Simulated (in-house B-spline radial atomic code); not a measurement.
Si IV (Si3+) is squeezed into an impenetrable sphere of radius R (the orbitals vanish at R). All numbers are computed (Dirac-Kohn-Sham LDA VWN5, spherical fractional occupations; Fermi nucleus of rms radius 3.1224 fm) with an all-electron radial atomic-structure program (B-spline basis), not measured.

Energies in eV above the free ion in [Ne] 3s1:

| R (bohr) | highest level (eV) | [Ne] 3s1 | [Ne] 3d1 | [Ne] 3p1 |
| --- | --- | --- | --- | --- |
| 8.26 | -39.7 | 0 | 19.83 | 8.667 |
| 6.19 | -39.7 | 0.001492 | 19.91 | 8.675 |
| 5.47 | -39.7 | 0.01057 | 20.07 | 8.709 |
| 4.36 | -39.4 | 0.1791 | 21.1 | 9.108 |
| 3.63 | -38.3 | 0.9837 | 23.34 | 10.48 |
| 2.98 | -34.7 | 4.069 | 28.34 | 14.68 |
| 2.7 | -30.9 | 7.39 | 32.37 | 18.71 |
| 2.36 | -22.3 | 15.32 | 40.25 | 27.6 |
| 1.86 | 10.3 | 47.88 | 65.56 | 60.56 |
| 1.41 | 105 | 160.2 | 141 | 165.1 |

(1) Does [Ne] 3d1 fall below [Ne] 3s1 under compression?

(2) Does [Ne] 3p1 fall below [Ne] 3s1 under compression?

The highest level is first positive in the row R = 1.86 bohr, pushed up by confinement above the zero of the free ion's potential. Each configuration is held fixed and needn't be the lowest in the sphere.

## Answers

(1) Yes, between R = 1.86 and 1.41 bohr the order changes (near 1.64 bohr by linear interpolation).

(2) No, it stays above over the whole range.
